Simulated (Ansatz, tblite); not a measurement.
Forces on the cluster Pd3H2⁻ at its PBE-D4/def2-TZVPD geometry. The state is a doublet with charge -1.

In the def2 sets Pd takes a core potential; there is no spin–orbit coupling. The xTB rows come from tblite. At PBE-D4/def2-TZVPD the highest occupied level of the charge -1 doublet lies above zero (up to 0.28 eV). By energy differences its removal costs 2.15 eV (vertical, to the charge 0 singlet, at PBE-D4/def2-TZVPD); a positive level beside a positive removal energy at the same level points to self-interaction error. Another isomer (doublet) lies 0.03 eV lower at PBE0-D4/def2-TZVPD.

GFN1-xTB (tblite), largest force 0.54 eV/Å:

```xyz
5
positions Å, forces eV/Å
Pd   -0.555   -0.693    0.171    0.456    0.216    0.202
Pd    1.748    0.424   -0.808   -0.291   -0.158    0.086
Pd   -0.365    1.795   -0.274   -0.113   -0.345    0.120
H    -2.071   -0.764    0.711    0.348    0.209   -0.309
H     1.243   -0.762    0.201   -0.399    0.079   -0.099
```

GFN2-xTB (tblite), largest force 0.79 eV/Å:

```
Pd -0.033 -0.273 0.636
Pd 0.598 -0.491 0.135
Pd -0.479 0.377 0.056
H 0.053 0.047 -0.247
H -0.139 0.340 -0.580
```

PBE-D4/def2-TZVPD (Ansatz), largest force 0.01 eV/Å:

```
Pd 0.000 -0.011 -0.003
Pd 0.003 0.002 -0.005
Pd 0.004 0.004 0.001
H -0.004 0.000 0.002
H -0.003 0.005 0.004
```
